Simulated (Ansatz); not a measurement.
Ansatz results at the PBE0-D4/def2-TZVP geometry: HOMO–LUMO gap (ωB97M-V/def2-TZVPP) 7.79 eV; HOMO energy (ωB97M-V/def2-TZVPP) -8.04 eV; LUMO energy (ωB97M-V/def2-TZVPP) -0.25 eV.

Each molecule was computed in one conformer, which needn't be the lowest.

Which molecule gave them?
A. `C[O][Y]([O]C)[O]C`
B. `[OH][Y]([F])[F]`
C. `C[N](C)[Y]([F])[N](C)C`
D. `C[O][Y]([CH3])[O]C`

C. The others give `C[O][Y]([O]C)[O]C`: 9.27, -9.49, -0.22; `[OH][Y]([F])[F]`: 10.61, -11.34, -0.72; `C[O][Y]([CH3])[O]C`: 8.05, -8.47, -0.42.
